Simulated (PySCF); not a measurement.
PbHCl, SMILES [Cl][PbH] (connectivity only; charge and spin as stated), neutral, multiplicity 1.

The structure is a stationary point at B3LYP-D3(BJ)/def2-TZVP. The def2 effective core potentials stand for the cores of Pb; spin–orbit coupling is left out.

Vertical ionisation energy (IE) and electron affinity (EA) in eV. Rows of orbital energies are one-electron estimates. Where ΔSCF, EOM or ADC give a negative EA the extra electron is unbound and the value depends on the basis.

```csv
level,IE,EA
"−ε(HOMO), −ε(LUMO), B3LYP/def2-TZVPD (PySCF)",7.00,3.36
"−ε(HOMO), −ε(LUMO), r2SCAN/def2-TZVPD (PySCF)",6.34,3.60
```
